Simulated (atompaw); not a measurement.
u(r) = r·R(r): atom against pseudo-atom (Au (Z = 79))

Columns: radius, all-electron u(r) and pseudo u(r) of the 5d shell (level -8.02 eV) of gold in the configuration [Xe] 4f14 5d10 6s0.5 6p0.5; PBE, scalar-relativistic, PAW (atompaw) scheme, atompaw 4.2.0.5.

```csv
r (bohr),all-electron,pseudo
0.100,0.2767,0.0001
0.200,-0.0333,0.0011
0.300,-0.3726,0.0038
0.400,-0.3764,0.0089
0.500,-0.1647,0.0173
0.600,0.1106,0.0297
0.700,0.3653,0.0468
0.800,0.5669,0.0690
0.900,0.7099,0.0969
1.000,0.8004,0.1305
1.100,0.8484,0.1696
1.200,0.8645,0.2136
1.300,0.8578,0.2616
1.400,0.8354,0.3120
1.500,0.8029,0.3628
1.600,0.7642,0.4114
1.700,0.7222,0.4548
1.800,0.6789,0.4899
1.900,0.6356,0.5138
2.000,0.5932,0.5241
2.100,0.5523,0.5200
2.200,0.5133,0.5023
2.300,0.4764,0.4744
2.400,0.4417,0.4416
2.500,0.4091,0.4091
2.600,0.3787,0.3787
```

Problem. How many radial nodes do the two functions have?

Solution. The all-electron 5d function has n − l − 1 = 2; the pseudo-wave has 0, since the states of the same l below it are removed with the core.

Problem. Where does each function peak?

Solution. Outermost all-electron maximum near 1.20 bohr, pseudo maximum near 2.00 bohr (to the table’s step).

Problem. Is the pseudo-wave norm-conserving?

Solution. No, it belongs to a PAW set: the norm inside the radius is not constrained, and the difference is carried by the augmentation charge.
